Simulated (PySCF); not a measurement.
# Highest orbital energy against ionisation energy along the 4p block

Calculated with PySCF 2.14, no spin-orbit coupling. Each cell gives −ε(HOMO) / ΔSCF in eV; NIST values include spin-orbit coupling, (s) semi-empirical, (t) theoretical.

```
                                                                                  species              UHF              LDA              PBE             PBE0           r2SCAN  NIST (lowest levels)
Ga⁺ (aug-cc-pVTZ-PP with one added diffuse shell each of s, d, f type with ECP10MDF, ECP)  19.028 / 18.749  16.597 / 21.103  16.230 / 20.678  17.144 / 20.365  16.571 / 20.482                20.515
Ge⁺ (aug-cc-pVTZ-PP with one added diffuse shell each of s, d, f type with ECP10MDF, ECP)  15.569 / 15.250  11.641 / 15.815  11.640 / 15.692  12.770 / 15.744  12.045 / 15.931                15.935
As⁺ (aug-cc-pVTZ-PP with one added diffuse shell each of s, d, f type with ECP10MDF, ECP)  18.440 / 17.979  13.984 / 18.579  13.964 / 18.430  15.248 / 18.503  14.417 / 18.685                18.589
Se⁺ (aug-cc-pVTZ-PP with one added diffuse shell each of s, d, f type with ECP10MDF, ECP)  21.425 / 20.842  16.382 / 21.392  16.356 / 21.239  17.809 / 21.349  16.889 / 21.547         21.196 ± 0.01
Br⁺ (aug-cc-pVTZ-PP with one added diffuse shell each of s, d, f type with ECP10MDF, ECP)  21.082 / 20.231  16.552 / 21.568  16.454 / 21.303  17.866 / 21.329  16.846 / 21.401                21.591
Kr⁺ (aug-cc-pVTZ-PP with one added diffuse shell each of s, d, f type with ECP10MDF, ECP)  24.221 / 23.240  19.127 / 24.552  19.001 / 24.255  20.573 / 24.308  19.445 / 24.398                24.360
```

Task: How far is −ε(HOMO) from ΔSCF on average for each method, and why?

Result: UHF 0.58 eV; LDA -4.79 eV; PBE -4.66 eV; PBE0 -3.36 eV; r2SCAN -4.37 eV. Hartree-Fock orbital energies lack relaxation and so exceed the ΔSCF value; semilocal functionals have convex E(N) from self-interaction, so their HOMO lies far too high; exact exchange moves hybrids part of the way back.
